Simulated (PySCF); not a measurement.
EPR parameters of C5H8NO

Compound: C5H8NO (doublet state).
Geometry (GFN2-xTB, Å), atoms numbered from 1 in this order:
```xyz
15
C5H8NO angstrom
C      2.8413    0.1107    0.3792
C      1.6369   -0.3559   -0.3198
N      0.5248    0.1852   -0.3736
C     -0.6535   -0.2693   -1.0438
C     -1.7708   -0.5243   -0.0236
C     -2.1067    0.7141    0.7572
O     -3.2081    1.0383    1.1003
H      3.6726    0.1379   -0.3242
H      2.7171    1.1000    0.8307
H      3.0906   -0.6081    1.1591
H     -0.4765   -1.1856   -1.6249
H     -0.9639    0.5247   -1.7318
H     -1.4259   -1.2720    0.6975
H     -2.6648   -0.9087   -0.5164
H     -1.2177    1.3212    1.0122
```

The hyperfine couplings belong to this conformer and change with its torsions.

As a line formula: `C/[C]=N/CCC=O` [radical].

Method: PySCF 2.14.0, UKS B3LYP, pcH-1 on C H N O, non-relativistic, mean-field spin-orbit, GIAO. Geometry: GFN2-xTB, one conformer, isolated molecule. A GFN2-xTB geometry isn't a minimum of the functional, and hyperfine couplings can be far from their values at a DFT geometry. No stability test was run, so a lower SCF solution isn't excluded.

* g1, g2, g3: 1.99899, 2.00207, 2.00305
* g_iso: 2.00137
* Form of g: rhombic: the two nearest values differ by 24 % of g3 − g1
* ⟨S²⟩: 0.7529 (exact 0.7500)
* Total energy: -325.26027 Eh

Hyperfine couplings atom by atom, in G; T1 to T3 are the principal values of the dipolar part; ρ(0) is the spin density at the nucleus (MHz turned into gauss with g_iso; 10 G = 1 mT):

| atom | isotope | a_iso | T1 | T2 | T3 | Mulliken spin population | ρ(0) (bohr⁻³) |
| --- | --- | --- | --- | --- | --- | --- | --- |
| C1 | 13C | 35.1 | -2.9 | -2.6 | 5.5 | 0.01 | 0.0875 |
| C2 | 13C | 76.2 | -20.8 | -18.7 | 39.5 | 0.70 | 0.1898 |
| N3 | 14N | 1.8 | -5.9 | -4.5 | 10.4 | 0.17 | 0.0155 |
| C4 | 13C | 24.6 | -2.0 | -1.6 | 3.6 | 0.01 | 0.0612 |
| C5 | 13C | -1.1 | -0.3 | 0.0 | 0.3 | 0.00 | -0.0028 |
| C6 | 13C | 1.2 | -0.3 | -0.1 | 0.4 | 0.00 | 0.0030 |
| O7 | 17O | -0.1 | -0.4 | 0.1 | 0.3 | 0.00 | 0.0006 |
| H8 | 1H | 2.0 | -2.6 | -1.8 | 4.4 | 0.00 | 0.0012 |
| H9 | 1H | 27.1 | -2.2 | -0.5 | 2.7 | 0.07 | 0.0170 |
| H10 | 1H | -0.1 | -2.5 | -1.7 | 4.3 | 0.00 | -0.0001 |
| H11 | 1H | 8.2 | -2.0 | -0.8 | 2.8 | 0.04 | 0.0051 |
| H12 | 1H | -1.7 | -1.7 | -1.2 | 2.9 | 0.00 | -0.0011 |
| H13 | 1H | 0.0 | -0.8 | -0.6 | 1.4 | 0.00 | 0.0000 |
| H14 | 1H | 0.0 | -0.4 | -0.4 | 0.8 | 0.00 | 0.0000 |
| H15 | 1H | 1.0 | -1.2 | -0.7 | 1.9 | 0.00 | 0.0006 |

The Mulliken spin populations are largest on C2 (+0.70), N3 (+0.17) and H9 (+0.07).

Under fast tumbling the dipolar parts average out, and these isotropic splittings remain: 3 × 1H (H8/H9/H10, I = 1/2, 4 lines) with 0.97 mT, 2 × 1H (H11/H12, I = 1/2, 3 lines) with 0.32 mT, 1 × 14N (N3, I = 1, 3 lines) with 0.18 mT and 1 × 1H (H15, I = 1/2, 2 lines) with 0.10 mT.

Class means assume fast exchange of nuclei equivalent by connectivity; if that motion is slow, each nucleus keeps its own coupling. The three 1H nuclei of mean +27.1 MHz run from -0.2 to 76.0 MHz in the frozen geometry. The 1H value of +9.1 MHz is a mean of couplings from -4.7 to 22.9 MHz in this one geometry, not an average over conformers.

The 13C coupling of C2 (213.4 MHz) shows only in satellite lines or after enrichment, since that isotope makes up about 1.07 % of natural carbon.

β density exceeds α density at some nuclei, such as C5 (-0.0028), spin density in bohr⁻³. In a single determinant that takes different orbitals for the two spins, that is spin polarisation.

On one thread of an Arm Neoverse V2, on a shared host, this took 56 s (with the writing of density and orbital grids) and 0.99 GiB of memory at its peak.
